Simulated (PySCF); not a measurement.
CH3 (SMILES [CH3]), doublet, at a GFN2-xTB geometry.

PySCF was given this input:
```python
from pyscf import gto, scf, dft

mol = gto.M(
    atom='''
C     0.00000000   -0.00000000    0.00000000
H    -0.02827582    1.06704109   -0.00728260
H     0.93823542   -0.50900640    0.00748446
H    -0.90995960   -0.55803469   -0.00020186
''',
    basis='aug-cc-pvdz',
    spin=1,
    verbose=4,
)

mf = dft.UKS(mol)
mf.xc = 'm062x'
mf.kernel()
```

### Question
What does this run give for the dipole moment, HOMO energy?

### Answer

| Item | Value |
|---|---|
| dipole moment | 0.00 D |
| HOMO energy | -7.75 eV |

These values belong to the state on which the SCF converged, which isn't shown to be the lowest.
